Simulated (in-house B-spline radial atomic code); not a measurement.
Mn²⁺. Computed with a B-spline radial atomic code. Model: non-relativistic spherical atom: semilocal Troullier-Martins pseudo-atom, one channel per l, against all electrons, high spin, G0W0 and RPA with empty states to l = 8, local potential for every l without a channel, a model core (radius 0 = none) keeps its share of the functional.

What the tables leave out is listed at the end.

The pseudopotential gives back the lowest level of each angular momentum of its own functional in the configuration it was made in; a second state of the same l is only approximately right. Exact exchange, RPA and GW see the smooth pseudo-orbitals and miss the exchange with the core, for which the functional's share stands in. The column with an uncorrelated core keeps all orbitals and exact exchange, and so separates missing core correlation from pseudisation. Only the three outermost levels and the lowest empty one were computed. RPA here is direct RPA, with no exchange kernel, and its energies carry an (l + 1/2)⁻⁴ tail. A hybrid on a potential with a model core restores only its own semilocal share of the core's exchange.

Command:
```bash
python run_psgw.py task.json out
```
Settings (lengths in bohr, energies in hartree):
```
Z                      25
electrons              23
configuration          [Ar] 3d5
generated_in           [Ar] 3d5 4s2
functional             pbe,pbe
core_shells            3
radius_factor          1.3
core_correction        True
```

Run time, properties included: 18 s on 1 thread of Intel(R) Xeon(R) Platinum 8488C (Sapphire Rapids) (shared host).

Given: made with PBE; model core radius 0.432 bohr; local radius 1.263 bohr; mean-field start PBE0.

Valence shells of the generating configuration: 3s, 3p, 3d, 4s.

Channel: s 0.964, p 0.983, d 2.96 (radii in bohr).

Computed: largest level miss in the spin-unpolarised generating configuration 0.088 eV; valence RPA correlation energy all-electron orbitals -0.78044 hartree; all-electron RPA polarisability, core included 3.0174 bohr³; pseudo-atom RPA polarisability 3.4841 bohr³.

```csv
level,occupied,mean-field all-electron (eV),mean-field pseudo minus all (eV),G0W0 all-electron (eV),G0W0 uncorrelated core minus all (eV),G0W0 pseudo minus all (eV),exchange self-energy all-electron (eV),exchange self-energy pseudo (eV)
3d up,1,-28.448,-0.62,-33.995,0.113,-0.205,-40.615,-31.162
3p down,1,-71.233,-1.837,-76.86,0.14,-2.768,-43.863,-39.41
```

What is the valence RPA correlation energy pseudo?

-0.6778 hartree.

Among the listed levels the largest G0W0 shift of the pseudo-atom is -2.77 eV, for 3p down on the PBE0 start, while leaving the core uncorrelated moves that level by +0.14 eV. So pseudisation and the lost core exchange, not the missing core correlation, make the error. Not in the tables (levels of low weight, unsolved or above zero; the highest and the empty levels are kept at any weight): on PBE, a start not tabulated, the G0W0 levels 3d up (pseudo minus all +0.20 eV, weights 0.51 and 0.86), 3p down (pseudo minus all -2.96 eV, weights 0.87 and 0.82), 3p up (pseudo minus all -5.39 eV, weights 0.03 and 0.13), 3d down (pseudo minus all -0.13 eV, weights 0.64 and 0.56); on PBE0 the G0W0 levels 3p up (pseudo minus all -1.78 eV, weights 0.42 and 0.40); no Hartree-Fock pseudo-atom is run with a model core.
